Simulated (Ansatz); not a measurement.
Pulling on the Al1–H2 bond in AlH3Se (SMILES [AlH2][SeH]) (multiplicity 1 held, fragments rigid). Energies count from the point at 1.573 Å.
Geometry at that point (charge 0, multiplicity 1):
```xyz
5

Al     0.36409     0.02746    -1.55731
H     -0.69852    -0.56977    -2.55207
H      1.74544     0.64239    -1.99375
Se    -0.20120    -0.03048     0.69658
H      1.06056     0.60674     1.10718
```

U- levels take the lowest unrestricted solution at each point, which mixes spins at long bonds. Active spaces are followed from a long bond inwards. Levels need not reach the same state.

Frozen-core correlation. Filled d and f shells under p-block atoms count as core.

Codes used: Ansatz (a first-principles code) with Gaussian orbitals. 

Question: Predict the energy at R = 5.035 Å from U-CCSD/def2-TZVPP.

Answer: 365 kJ/mol

Doubts at one or more of the structures used: a spin-contaminated determinant (U-CCSD/def2-TZVPP).
